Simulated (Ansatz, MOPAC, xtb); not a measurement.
The molecule GaO+, multiplicity 3 (lowest of 2S+1 = 1, 3, 5 at CCSD(T)/def2-TZVPP on PBE0 minima; our sources give no spin for the ground state, which may be another). No spin–orbit coupling. Ga is treated without relativity.

Constants: fifth-degree fit in 1/R to seven points, most abundant isotopes. In def2 and cc sets the state is the lowest found near the PBE0 minimum, followed along R.

Codes used: Ansatz (Gaussian orbitals); MOPAC for PM3, PM6 (differences of heats of formation); xtb for the GFN methods.  The GFN methods have no spin term and hold the electronic entropy of 300 K.

| level | r_e (Å) | ω_e (cm⁻¹) | B_e (cm⁻¹) | α_e (cm⁻¹) |
|---|---|---|---|---|
| PM3 | 1.862 | 602 | 0.375 | 0.011 |
| PM6 | 1.832 | 614 | 0.387 | 0.0046 |
| GFN1-xTB | 1.797 | 554 | 0.402 | 0.0044 |
| GFN2-xTB | 1.845 | 404 | 0.381 | 0.0046 |
| SVWN5/def2-TZVPP | 1.840 | 541 | 0.383 | 0.0050 |
| PBE/def2-TZVPP | 1.889 | 472 | 0.364 | 0.0060 |
| r2SCAN/def2-TZVPP | 1.844 | 533 | 0.382 | 0.0058 |
| B97M-V/def2-TZVPP | 1.875 | 457 | 0.369 | 0.0080 |
| B3LYP/def2-TZVPP | 1.912 | 400 | 0.355 | 0.0089 |
| PBE0/def2-TZVPP | 1.871 | 457 | 0.371 | 0.0082 |
| BHLYP/def2-TZVPP | 1.930 | 276 | 0.349 | 0.022 |
| CAM-B3LYP/def2-TZVPP | 1.877 | 433 | 0.368 | 0.0094 |
| wB97X-V/def2-TZVPP | 1.862 | 469 | 0.375 | 0.0087 |
| wB97M-V/def2-TZVPP | 1.884 | 420 | 0.366 | 0.010 |
| B2PLYP/def2-TZVPP | 1.860 | 481 | 0.375 | 0.0094 |
| CCSD/def2-TZVPP | 1.878 | 410 | 0.368 | 0.011 |
| CCSD/def2-QZVPP | 1.860 | 423 | 0.375 | 0.011 |
| CCSD(T)/def2-TZVPP | 1.857 | 463 | 0.376 | 0.010 |
| CCSD(T)/def2-QZVPP | 1.845 | 477 | 0.381 | 0.010 |
| CCSD(T)/CBS(def2-TZVPP, def2-QZVPP) | 1.844 | 478 | 0.382 | 0.0100 |

Correlated levels freeze the inner cores; with def2 sets outer-core shells near the valence are correlated too. CBS(a, b) extrapolates the correlation energy as X⁻³ and adds the Hartree–Fock energy of set b. The state that PM3, PM6 reach isn't checked.

Ansatz is a first-principles code.
